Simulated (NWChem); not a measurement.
The numbers come from NWChem runs, not from measurements. System: OZn, charge 0, spin multiplicity 1, at a geometry optimised with PBE/def2-SVP. The structure started from a generated list of species. Level: CR-EOMCCSD(T)/def2-SVPD, 10 core orbitals frozen.

Part of the output:

```
             Northwest Computational Chemistry Package (NWChem) 7.3.0
             --------------------------------------------------------

                                NWChem Input Module
                                -------------------

 Scaling coordinates for geometry "geometry" by  1.889725989
 (inverse scale =  0.529177249)

 Turning off AUTOSYM since
 SYMMETRY directive was detected!

                             Geometry "geometry" -> ""
                             -------------------------

 Output coordinates in angstroms (scale by  1.889725989 to convert to a.u.)

  No.       Tag          Charge          X              Y              Z
 ---- ---------------- ---------- -------------- -------------- --------------
    1 Zn                  30.0000     0.00000000     0.00000000     0.35669200
    2 O                    8.0000     0.00000000     0.00000000    -1.33759600

 Effective nuclear repulsion energy (a.u.)      74.9592393737

            Nuclear Dipole moment (a.u.)
            ----------------------------
        X                 Y               Z
 ---------------- ---------------- ----------------
     0.0000000000     0.0000000000    -0.0000151178

      Symmetry information
      --------------------

 Group name             C2v
 Group number             16
 Group order               4
 No. of unique centers     2

      Symmetry unique atoms

     1    2


 Summary of "ao basis" -> "" (spherical)
 ------------------------------------------------------------------------------
       Tag                 Description            Shells   Functions and Types
 ---------------- ------------------------------  ------  ---------------------
 *                         def2-svpd                  on all atoms

 Summary of "ao basis" -> "ao basis" (spherical)
 ------------------------------------------------------------------------------
       Tag                 Description            Shells   Functions and Types
 ---------------- ------------------------------  ------  ---------------------
 Zn                        def2-svpd                12       34   5s4p2d1f
 O                         def2-svpd                 9       23   4s3p2d

                                 NWChem SCF Module
                                 -----------------

  ao basis        = "ao basis"
  functions       =    57
  atoms           =     2
  closed shells   =    19
  open shells     =     0
  charge          =   0.00
[...]
   0.0000171937379   0.0313608979088    0.85337     0.2     0.2

 Iteration  13 using   13 trial vectors
   0.0000060228381   0.0313610176867    0.85338     0.2     0.2
 --------------------------------------------------------------
 Iterations converged
 ------------------

 Excited state root  1
 Excitation energy / hartree =        0.031361017686659
                   / eV      =        0.853377074370780
 largest EOMCCSD amplitudes: R1 and R2

 Singles contributions
    20a1  (alpha) ---    17b1  (alpha)        0.8415014563
    23a1  (alpha) ---    17b1  (alpha)       -0.1180069929
    24a1  (alpha) ---    17b1  (alpha)       -0.1881591205

 Doubles contributions
    20a1  (alpha)    20a1  (beta ) ---    19a1  (alpha)    17b1  (beta )       -0.2459806088
    20a1  (alpha)    20a1  (beta ) ---    17b1  (alpha)    19a1  (beta )       -0.2459806088
======= CR-EOMCCSD(T) calculation ======
corresponding R0 value =     0.000000

CR-EOMCCSD(T) Intermediates cpu wall time             0.4            0.4
 creom_N i2_1 nr of boxes                   168
 creom_N i2_2 nr of boxes                   168
 creom_N i2_3 nr of boxes                   168
 creom_N i2_4 nr of boxes                   168

CR-EOMCCSD(T) triples loop cpu wall             0.6            0.6

 CR-EOMCCSD(T)  total energy / hartree       =     -1852.706969679143867
 CR-EOMCCSD(T)  excitation energy (eV)       =      0.64178

 =========================================
 Excited-state calculation ( b2  symmetry)
 =========================================
 Dim. of EOMCC iter. space      500

 EOMCCSD SOLVER TYPE  1
  maxdiff =   0.34596893266890982

 No. of initial right vectors    1

 EOM-CCSD right-hand side iterations
 --------------------------------------------------------------
      Residuum       Omega / hartree  Omega / eV    Cpu    Wall
 --------------------------------------------------------------

 Iteration   1 using    1 trial vectors
   0.7104974989826   0.2166389016813    5.89505     0.3     0.3

 Iteration   2 using    2 trial vectors
   0.1964478468003   0.0490258977593    1.33406     0.2     0.2

 Iteration   3 using    3 trial vectors
   0.0738961419965   0.0367968312209    1.00129     0.2     0.2

 Iteration   4 using    4 trial vectors
   0.0462563571449   0.0323777338648    0.88104     0.2     0.2

 Iteration   5 using    5 trial vectors
   0.0150122153583   0.0319768776981    0.87014     0.2     0.2

 Iteration   6 using    6 trial vectors
   0.0052335218673   0.0314618789441    0.85612     0.2     0.2

 Iteration   7 using    7 trial vectors
   0.0016051370405   0.0313775017854    0.85383     0.2     0.2

 Iteration   8 using    8 trial vectors
   0.0006649863443   0.0313517479190    0.85312     0.2     0.2

 Iteration   9 using    9 trial vectors
   0.0003045937137   0.0313679747046    0.85357     0.2     0.2

 Iteration  10 using   10 trial vectors
   0.0001133817168   0.0313616148342    0.85339     0.2     0.2

 Iteration  11 using   11 trial vectors
   0.0000496878856   0.0313604884978    0.85336     0.2     0.2

 Iteration  12 using   12 trial vectors
   0.0000171937379   0.0313608979088    0.85337     0.2     0.2

 Iteration  13 using   13 trial vectors
   0.0000060228381   0.0313610176867    0.85338     0.2     0.2
 --------------------------------------------------------------
 Iterations converged
 ------------------

 Excited state root  1
 Excitation energy / hartree =        0.031361017686657
                   / eV      =        0.853377074370728
 largest EOMCCSD amplitudes: R1 and R2

 Singles contributions
    20a1  (alpha) ---    18b2  (alpha)        0.8415014563
    23a1  (alpha) ---    18b2  (alpha)       -0.1180069929
    24a1  (alpha) ---    18b2  (alpha)       -0.1881591205

 Doubles contributions
    20a1  (alpha)    20a1  (beta ) ---    19a1  (alpha)    18b2  (beta )       -0.2459806088
    20a1  (alpha)    20a1  (beta ) ---    18b2  (alpha)    19a1  (beta )       -0.2459806088
======= CR-EOMCCSD(T) calculation ======
corresponding R0 value =     0.000000

CR-EOMCCSD(T) Intermediates cpu wall time             0.4            0.4
 creom_N i2_1 nr of boxes                   168
 creom_N i2_2 nr of boxes                   168
 creom_N i2_3 nr of boxes                   168
 creom_N i2_4 nr of boxes                   168

CR-EOMCCSD(T) triples loop cpu wall             0.6            0.6

 CR-EOMCCSD(T)  total energy / hartree       =     -1852.706969679143867
 CR-EOMCCSD(T)  excitation energy (eV)       =      0.64178

 Task  times  cpu:       19.2s     wall:       19.2s

 Total times  cpu:       19.2s     wall:       19.2s
```

Write an NWChem input that would produce this output.

This is not unique; one that fits is 
```
start mol
memory heap 100 mb stack 700 mb global 1900 mb
geometry units angstroms nocenter noautoz
  Zn     0.000000     0.000000     0.356692
  O      0.000000     0.000000    -1.337596
  symmetry group C2v
end
basis spherical
  * library def2-svpd
end
scf
  rhf
  nopen 0
  maxiter 100
  thresh 1e-7
  semidirect memsize 60000000 filesize 0
end
tce
  freeze core 10
  creomsd(t)
  nroots 1
  2eorb
  2emet 13
  thresh 1e-5
  maxiter 200
  tilesize 24
end
task tce energy
```
